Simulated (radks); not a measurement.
Species: Nb XL. Configuration: [He].

Calculated with a radial shooting solver on a logarithmic mesh with Libxc functionals: Dirac Kohn-Sham, LDA (Slater exchange, Perdew-Wang correlation), spin-unpolarised, spherical densities, finite nucleus; Fermi nuclear charge, rms radius 4.324 fm.

Energy parts (eV):
total: -46002.173
kinetic: 48183.676
electron-nucleus: -94992.667
Hartree: 1428.193
exchange-correlation: -621.375

Orbitals (lengths in bohr, moments of r in powers of bohr; r(90%) holds 90 % of the orbital's charge):
orbital  occ.  eigenvalue (eV)      <r^4>  r(90%)  <1/r>
1s1/2       2        -22389.52  7.684e-06  0.0641  42.57
2s1/2       0        -5466.231   0.001016   0.222  10.56
2p1/2       0        -5406.686  0.0006052   0.196  10.50
2p3/2       0        -5284.991  0.0006663   0.201  10.03

The highest occupied level is 1s1/2 at -22390 eV. Summed over all electrons, <r^2> = 0.003463 bohr^2, which gives a Langevin (diamagnetic) susceptibility term of -0.00274 x 10^-6 cm^3/mol. For comparison, the ionisation energy in NIST's Atomic Spectra Database is 22648.0 eV (theoretical). In exact Kohn-Sham theory the highest level is minus the ionisation energy, but local and semilocal functionals leave it too shallow, through self-interaction and a potential that decays too fast; potentials with the right tail come closer. The density falls to 0.001 e/bohr^3 at r = 0.22 bohr.
